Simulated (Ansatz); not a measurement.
Spectroscopic constants of CsBr, closed-shell singlet (the spin of the measured ground state). No spin–orbit coupling. Br is treated without relativity.

Seven points along R, fitted to fifth degree in 1/R; most abundant isotopes. In def2 and cc sets the state is the lowest found near the PBE0 minimum, followed along R. The singlet is held restricted.

Correlated levels freeze the inner cores; with def2 sets outer-core shells near the valence are correlated too.

Run with Ansatz (a first-principles code) with Gaussian orbitals. Values without a source in brackets are computed. In def2 rows elements past Kr take small-core potentials, without spin–orbit coupling.

Quantity: ω_e, from seven points a level.

Costs are ratios of core time to PBE/def2-TZVPP (roughly 8 s), for whole runs (searches for the state included, and forces where a run took them) on one shared machine, so rough; each error counts from the measured 149.66 cm⁻¹ [Huber and Herzberg (1979), NIST Chemistry WebBook].

```json
[
 {"level": "SVWN5/def2-TZVPP", "basis functions": "84", "cost": "×0.7"},
 {"level": "B3LYP/def2-TZVPP", "basis functions": "84", "cost": "×1"},
 {"level": "PBE/def2-TZVPP", "basis functions": "84", "cost": "×1"},
 {"level": "BHLYP/def2-TZVPP", "basis functions": "84", "cost": "×1"},
 {"level": "B2PLYP/def2-TZVPP", "basis functions": "84", "cost": "×1"},
 {"level": "r2SCAN/def2-TZVPP", "basis functions": "84", "cost": "×1"},
 {"level": "CAM-B3LYP/def2-TZVPP", "basis functions": "84", "cost": "×2"},
 {"level": "CCSD(T)/def2-TZVPP", "basis functions": "84", "cost": "×3"},
 {"level": "B97M-V/def2-TZVPP", "basis functions": "84", "cost": "×3"},
 {"level": "wB97X-V/def2-TZVPP", "basis functions": "84", "cost": "×4"},
 {"level": "wB97M-V/def2-TZVPP", "basis functions": "84", "cost": "×4"},
 {"level": "CCSD(T)/def2-QZVPP", "basis functions": "151", "cost": "×10"}
]
```

### Question
Which is the cheapest listed level whose error stays within 1 cm⁻¹?

### Answer
none of those listed.

### Question
What does the step from CCSD(T)/def2-TZVPP to CCSD(T)/def2-QZVPP cost and buy?

### Answer
84 to 151 functions, cost ×5 (rough); the error goes from -6 to -4 cm⁻¹.

Each error (cm⁻¹): SVWN5/def2-TZVPP 8; B3LYP/def2-TZVPP -7; PBE/def2-TZVPP -3; BHLYP/def2-TZVPP -5; B2PLYP/def2-TZVPP -5; r2SCAN/def2-TZVPP -3; CAM-B3LYP/def2-TZVPP -4; CCSD(T)/def2-TZVPP -6; B97M-V/def2-TZVPP -6; wB97X-V/def2-TZVPP -3; wB97M-V/def2-TZVPP -3; CCSD(T)/def2-QZVPP -4.
